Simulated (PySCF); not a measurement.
methyl (Z)-2,3-difluoroprop-2-enoate (C4H4F2O2), SMILES O=C(/C(=C/F)F)OC. Heavy atoms are numbered as in [CH3:1][O:2][C:3](=[O:4])/[C:5]([F:6])=[CH:7]/[F:8]. Hydrogens are named by the atom that carries them.

The structure is a stationary point at B3LYP-D3(BJ)/def2-SVP. One conformer was computed; it need not be the lowest.

The numbers are results of HF/pcSseg-1 run with PySCF, not measurements.

GIAO shieldings, no solvent; atoms alike by connectivity are averaged. δ = σ(ref) − σ: ¹³C against TMS (σ = 192.6 ppm); ¹⁷O against H2O (σ = 333.0 ppm); ¹⁹F against CFCl3 (σ = 238.5 ppm); ¹H against TMS (σ = 31.99 ppm), references at their B3LYP-D3(BJ)/def2-TZVP geometries, non-relativistic.

Question: Estimate the chemical shifts. (An estimate is asked for; the answer gives what the named calculation found.)

Answer: 
```json
[
 {"nucleus": "¹³C", "atoms": "C3", "count": "1", "δ (ppm)": "174.3"},
 {"nucleus": "¹³C", "atoms": "C7 (CH)", "count": "1", "δ (ppm)": "155.6"},
 {"nucleus": "¹³C", "atoms": "C5", "count": "1", "δ (ppm)": "143.6"},
 {"nucleus": "¹³C", "atoms": "C1 (CH3)", "count": "1", "δ (ppm)": "52.5"},
 {"nucleus": "¹⁷O", "atoms": "O4", "count": "1", "δ (ppm)": "383.0"},
 {"nucleus": "¹⁷O", "atoms": "O2", "count": "1", "δ (ppm)": "149.3"},
 {"nucleus": "¹⁹F", "atoms": "F8", "count": "1", "δ (ppm)": "-121.9"},
 {"nucleus": "¹⁹F", "atoms": "F6", "count": "1", "δ (ppm)": "-147.3"},
 {"nucleus": "¹H", "atoms": "H on C7", "count": "1", "δ (ppm)": "8.00"},
 {"nucleus": "¹H", "atoms": "H on C1", "count": "3", "δ (ppm)": "4.14"}
]
```
